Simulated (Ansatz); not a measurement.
Ga₄P₄. Charge 0, multiplicity 1. Geometry PBE0-D4/def2-SVP; atoms count from 1.

```xyz
8

Ga    0.6568    2.4584    0.8377
Ga   -0.3279   -2.3481    1.2471
Ga   -2.3218   -1.1715   -0.6429
Ga    1.9928    1.0612   -1.4419
P    -0.8780    0.4966    1.2355
P    -0.8677    0.8527   -1.0312
P     1.2229   -0.3810    0.9502
P     0.5229   -0.9683   -1.1545
```

Another isomer (singlet) lies 0.13 eV lower at PBE0-D4/def2-TZVP; other spin states weren't run for this one.

Question: Estimate the Mulliken populations from the PBE0/def2-TZVP orbitals of Ansatz.

Answer: 
```json
{"atom": "Ga1", "charge (e)": "0.22"}
{"atom": "Ga2", "charge (e)": "0.22"}
{"atom": "Ga3", "charge (e)": "0.22"}
{"atom": "Ga4", "charge (e)": "0.22"}
{"atom": "P5", "charge (e)": "-0.22"}
{"atom": "P6", "charge (e)": "-0.22"}
{"atom": "P7", "charge (e)": "-0.22"}
{"atom": "P8", "charge (e)": "-0.22"}
```
Mulliken values and Mayer orders depend strongly on the basis.

Question: And the Mayer bond orders between bonded heavy atoms (over 0.3)?

Answer: Ga1–P5 0.52 (2.52 Å); Ga2–P7 0.52 (2.52 Å); Ga3–P6 0.52 (2.52 Å); Ga4–P8 0.52 (2.52 Å); P5–P6 0.97 (2.29 Å); P5–P7 0.97 (2.29 Å); P6–P8 0.97 (2.29 Å); P7–P8 0.97 (2.29 Å).
